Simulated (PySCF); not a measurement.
Compound: C₃H₄N₄.
Bonds: C1–N2 (double), N2–C3, C3–N4 (aromatic), N4–C5 (aromatic), C5–N6 (aromatic), N6–N7 (aromatic), C3–N7 (aromatic). Hydrogens: H8, H9 on C1; H10 on C5; H11 on N7.

Definitions: NICS(0) = −σiso at the ring centroid; NICS(1) = −σiso and NICS(1)zz = −σzz at ±1 Å along the ring normal z. Level: GIAO PBE0/pcSseg-1 (PySCF, non-relativistic, gas phase) on the GFN2-xTB geometry, one conformer.

Ring bond lengths (Å), with Mayer bond orders in brackets: C3–N4 1.324 (1.47), N4–C5 1.340 (1.39), C5–N6 1.316 (1.57), N6–N7 1.332 (1.18), N7–C3 1.355 (1.12).

**Question.** Give the NICS values of each ring in ppm.

**Answer.** 
```
          ring                                                 type  NICS(0)  NICS(1), two faces  NICS(1)zz, two faces  rms pucker (Å)  centre to ring atoms, mean (Å)
C3–N4–C5–N6–N7  5-membered ring with 3 N; formal bonds all aromatic    -11.9       -11.1 / -11.1         -29.9 / -29.9            0.00                            1.13
```

**Question.** What do they say, and how far can they be read as aromaticity?

**Answer.** 
- C3–N4–C5–N6–N7: mean NICS(1)zz -29.9 ppm, shielded. The ring is flat and has no four-coordinate atom; by the NICS criterion it is aromatic.

**Question.** How equal are the bonds by HOMA? HOMA takes Krygowski's 1993 parameters.

**Answer.** 
- C3–N4–C5–N6–N7: HOMA 0.97; the largest term is that of N6–N7, α(R − Ropt)² = 0.07. The geometric and the magnetic index point the same way.

**Question.** How shielded are the nuclei of the rings and their hydrogens (means over atoms taken as equivalent)?

**Answer.** 
```json
{"atoms": "C3", "environment": "aromatic carbon bearing nitrogen", "σ isotropic (ppm)": "23.5"}
{"atoms": "N4", "environment": "pyridine-type nitrogen", "σ isotropic (ppm)": "6.6"}
{"atoms": "C5", "environment": "aromatic CH next to a ring nitrogen", "σ isotropic (ppm)": "31.8"}
{"atoms": "N6", "environment": "pyridine-type nitrogen", "σ isotropic (ppm)": "-63.8"}
{"atoms": "N7", "environment": "pyrrole-type nitrogen", "σ isotropic (ppm)": "38.4"}
{"atoms": "H10", "environment": "aromatic hydrogen", "σ isotropic (ppm)": "23.77"}
{"atoms": "H11", "environment": "N–H hydrogen", "σ isotropic (ppm)": "21.69"}
```

Shape of the structure used: `[CH2:1]=[N:2][c:3]1[n:4][cH:5][n:6][nH:7]1`: C1–N2–C3–N4 0°.
